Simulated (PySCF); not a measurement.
AlF2, charge +1, singlet, geometry from GFN2-xTB (such geometries of metal compounds can be far from the true shape); WB97X/STO-3G (PySCF).

The PySCF input:
```python
from pyscf import gto, scf, dft

mol = gto.M(
    atom='''
Al    0.00000000    0.00000000    0.00000000
F     0.00000000    0.00000000    1.61313589
F    -0.00000000   -0.00000000   -1.61313589
''',
    basis='sto-3g',
    charge=1,
    verbose=4,
)

mf = dft.RKS(mol)
mf.xc = 'wb97x'
mf.grids.atom_grid = (99, 590)
mf.grids.prune = None
mf.kernel()
```

Problem. Write the output that PySCF gives for this input, abridged.

Solution. 
```
PySCF version 2.14.0

[INPUT] verbose = 4
[INPUT] num. atoms = 3
[INPUT] num. electrons = 30
[INPUT] charge = 1
[INPUT] spin (= nelec alpha-beta = 2S) = 0
[INPUT] symmetry False subgroup None
[INPUT] Mole.unit = angstrom
[INPUT] Symbol           X                Y                Z      unit          X                Y                Z       unit  Magmom
[INPUT]  1 Al     0.000000000000   0.000000000000   0.000000000000 AA    0.000000000000   0.000000000000   0.000000000000 Bohr   0.0
[INPUT]  2 F      0.000000000000   0.000000000000   1.613135890000 AA    0.000000000000   0.000000000000   3.048385033807 Bohr   0.0
[INPUT]  3 F      0.000000000000   0.000000000000  -1.613135890000 AA    0.000000000000   0.000000000000  -3.048385033807 Bohr   0.0

nuclear repulsion = 90.0476799865509
number of shells = 11
number of NR pGTOs = 57
number of NR cGTOs = 19
basis = sto-3g
ecp = {}

******** <class 'pyscf.dft.rks.RKS'> ********
method = RKS
initial guess = minao
damping factor = 0
level_shift factor = 0
DIIS = <class 'pyscf.scf.diis.CDIIS'>
diis_start_cycle = 1
diis_space = 8
diis_damp = 0
SCF conv_tol = 1e-09
SCF conv_tol_grad = None
SCF max_cycles = 50
direct_scf = True
direct_scf_tol = 1e-13
XC library pyscf.dft.libxc version 7.1.2
    S. Lehtola, C. Steigemann, M. J. T. Oliveira, and M. A. L. Marques,  SoftwareX 7, 1–5 (2018)
XC functionals = wb97x
    J.-D. Chai and M. Head-Gordon,  J. Chem. Phys. 128, 084106 (2008)
radial grids:
    Treutler-Ahlrichs [JCP 102, 346 (1995); DOI:10.1063/1.469408] (M4) radial grids

becke partition: Becke, JCP 88, 2547 (1988); DOI:10.1063/1.454033
pruning grids: None
grids dens level: 3
symmetrized grids: False
atomic radii adjust function: <function treutler_atomic_radii_adjust>
User specified grid scheme (99, 590)
small_rho_cutoff = 0
Set gradient conv threshold to 3.16228e-05
Initial guess from minao.
tot grids = 175232
init E= -436.039866498192
  HOMO = -0.583441457511842  LUMO = -0.130406405838552  gap/eV = 12.32771
cycle= 1 E= -435.9315990337  delta_E= 0.108  |g|=  0.6  |ddm|= 2.42
  HOMO = -0.436938852134029  LUMO = -0.0970140992936322  gap/eV = 9.24982
cycle= 2 E= -435.989881172969  delta_E= -0.0583  |g|= 0.601  |ddm|= 1.81
  HOMO = -0.594353419312107  LUMO = -0.129913088851846  gap/eV = 12.63807
cycle= 3 E= -436.105910186228  delta_E= -0.116  |g|= 0.0179  |ddm|= 0.766
  HOMO = -0.600377693115543  LUMO = -0.126953417226144  gap/eV = 12.88253
cycle= 4 E= -436.106021661231  delta_E= -0.000111  |g|= 0.00297  |ddm|= 0.0285
  HOMO = -0.601784880130909  LUMO = -0.12680092799055  gap/eV = 12.92497
cycle= 5 E= -436.106025149639  delta_E= -3.49e-06  |g|= 0.000321  |ddm|= 0.00485
  HOMO = -0.601505470399285  LUMO = -0.126742437726315  gap/eV = 12.91896
cycle= 6 E= -436.106025181603  delta_E= -3.2e-08  |g|= 7.4e-05  |ddm|= 0.000393
  HOMO = -0.601471902007086  LUMO = -0.126735081968084  gap/eV = 12.91825
cycle= 7 E= -436.106025184441  delta_E= -2.84e-09  |g|= 7.75e-06  |ddm|= 0.00016
  HOMO = -0.601469864709345  LUMO = -0.126735267324895  gap/eV = 12.91819
cycle= 8 E= -436.106025184516  delta_E= -7.49e-11  |g|= 6.5e-07  |ddm|= 3.44e-05
  HOMO = -0.601470267103763  LUMO = -0.126735249667677  gap/eV = 12.91820
Extra cycle  E= -436.106025184516  delta_E= -2.27e-13  |g|= 3.08e-07  |ddm|= 1.27e-06
converged SCF energy = -436.106025184516
```
